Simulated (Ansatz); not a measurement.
NiN2H4⁺, that is Ni(NH2)2 with one electron fewer. Charge 1, multiplicity 4. Geometry r2SCAN-D4/def2-TZVP, that of the neutral triplet; atoms count from 1.

```xyz
7

Ni    0.0004    0.0008   -0.0010
N    -1.6850    0.2349   -0.5424
H    -2.5100    0.0939    0.0243
H    -1.9722    0.5294   -1.4657
N     1.6852   -0.2343    0.5420
H     1.9697   -0.5317    1.4652
H     2.5118   -0.0930   -0.0224
```

At PBE0-D4/def2-TZVP a doublet of charge 1 lies 0.15 eV below the quartet at the same geometry. That doublet is doubtful there (⟨S²⟩ 1.51, where a pure state has 0.75).

**Question.** Estimate the Mulliken populations from the PBE0/def2-TZVP orbitals of Ansatz.

**Answer.** 
```csv
atom,charge (e),spin (α − β),d electrons
Ni1,0.60,1.39,8.60
N2,-0.40,0.86,–
H3,0.30,-0.03,–
H4,0.30,-0.03,–
N5,-0.40,0.86,–
H6,0.30,-0.03,–
H7,0.30,-0.03,–
```
Mulliken values and Mayer orders depend strongly on the basis.

**Question.** Where does the spin sit?

**Answer.** Summed by element: Ni 1.39, N 1.72, H -0.11, of 3 unpaired in all. Largest on single atoms: Ni1 1.39, N5 0.86, N2 0.86.

**Question.** And the Mayer bond orders between bonded heavy atoms (over 0.3)?

**Answer.** Ni1–N2 0.89 (1.79 Å); Ni1–N5 0.89 (1.79 Å).
